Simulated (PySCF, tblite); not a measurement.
C4H6F2O2Si.
Cartesian coordinates in Å at the GFN2-xTB level; atoms count from 1:
```xyz
15
C4H6F2O2Si angstrom
O      0.708    1.679    0.586
C     -0.405    1.205    0.691
C     -0.815   -0.085    0.214
C      0.023   -0.947   -0.437
O      1.260   -0.802   -0.739
Si     2.484    0.348   -0.591
C     -2.234   -0.525    0.422
F     -2.298   -1.704    1.095
F     -2.860   -0.756   -0.764
H     -1.200    1.788    1.192
H     -0.395   -1.906   -0.756
H      3.466   -0.486   -1.296
H      2.202    1.513   -1.412
H      2.897    0.477    0.795
H     -2.837    0.209    0.977
```

Theory: CAM-B3LYP/def2-SVPD in PySCF (dipole) on a GFN2-xTB geometry, gas phase.

Masses are those of the commonest isotopes; rigid-rotor values at the optimised geometry. The values belong to one conformer with, in the numbering `[O:1]=[CH:2]/[C:3](=[CH:4]\[O:5][SiH3:6])[CH:7]([F:8])[F:9]`, O1–C2–C3–C4 0°, C3–C4–O5–Si6 -1°, C2–C3–C7–F8 -124°.

Problem. What are A, B and C (cm⁻¹)?

Solution. Ia = 178.83, Ib = 665.44, Ic = 749.16 u·Å²; 505379 MHz·u·Å²/I gives 2826, 759.5 and 674.6 MHz, that is A = 0.09427, B = 0.02533, C = 0.02250 cm⁻¹.

Problem. Classify the top.

Solution. A near-prolate asymmetric top: κ = (2 × 759.5 − 2826 − 674.6)/(2826 − 674.6) = -0.92.

Problem. Is it planar, by Δ = Ic − Ia − Ib?

Solution. Not planar: Δ = Ic − Ia − Ib = -95.11 u·Å². For a rigid frame Δ = −2 Σ m c², so Σ m c² = 47.55 u·Å² lies off the ab plane: 3.24 from hydrogen and 44.31 from heavier atoms. The atom farthest from that plane is 1.28 Å away.

Problem. Give the other two planar moments, Paa and Pbb, and the rms extents of the mass along the axes.

Solution. Paa = Σ m a² = (Ib + Ic − Ia)/2 = 617.89 and Pbb = Σ m b² = (Ia + Ic − Ib)/2 = 131.28 u·Å². With the mass M = 152.01 u, the rms extents √(P/M) along a, b and c are 2.02, 0.93, 0.56 Å.

Problem. Where do the levels up to J = 2 lie, in cm⁻¹?

Solution. Above 0(0,0):
J = 1: 1(0,1) 0.0478, 1(1,1) 0.1168, 1(1,0) 0.1196
J = 2: 2(0,2) 0.1434, 2(1,2) 0.2096, 2(1,1) 0.2181, 2(2,1) 0.4249, 2(2,0) 0.4250
The levels of one J sum to (2J + 1)J(J + 1)(A + B + C)/3.

Problem. Which types of transition are allowed, and where do some lines up to J = 4 fall?

Solution. The dipole components are |μa| = 0.14 D, |μb| = 0.77 D, |μc| = 0.06 D. The squared components, which scale the intensities, stand as 0.03 : 1.00 : 0.01 (a : b : c). Some lines, for components of 0.1 D or more:

```tsv
type	branch	J(Ka,Kc)	MHz	lower level (cm⁻¹)
a	Q	4(1,3) ← 4(1,4)	848	0.534
a	R	1(0,1) ← 0(0,0)	1434	0.000
a	R	2(1,2) ← 1(1,1)	2783	0.117
a	R	2(0,2) ← 1(0,1)	2866	0.048
a	R	2(1,1) ← 1(1,0)	2953	0.120
b	R	4(0,4) ← 3(1,3)	3845	0.349
a	R	3(1,3) ← 2(1,2)	4173	0.210
a	R	3(1,2) ← 2(1,1)	4428	0.218
a	R	4(2,3) ← 3(2,2)	5734	0.568
b	R	3(1,3) ← 2(0,2)	6158	0.143
b	Q	2(2,1) ← 2(1,2)	6454	0.210
b	Q	4(2,3) ← 4(1,4)	6756	0.534
b	Q	3(3,0) ← 3(2,1)	10534	0.569
b	Q	4(3,2) ← 4(2,3)	10554	0.760
b	R	3(2,1) ← 2(1,2)	10769	0.210
b	R	4(2,2) ← 3(1,3)	12356	0.349
b	R	4(3,2) ← 3(2,1)	16275	0.569
```

Its GFN2-xTB frequencies are all real (lowest 26 cm⁻¹). No vibrational averaging or centrifugal distortion is included, and the geometry carries the error of its method. A rigid rotor knows nothing of internal rotation, which can split or shift real lines.

On Arm Neoverse N1, one thread, on a shared host, this took 2.3 min wall (with the writing of density and orbital grids) and 1.1 GiB of memory at its peak. This is the CAM-B3LYP/def2-SVPD job that gave the dipole, with the excitations it also computed.
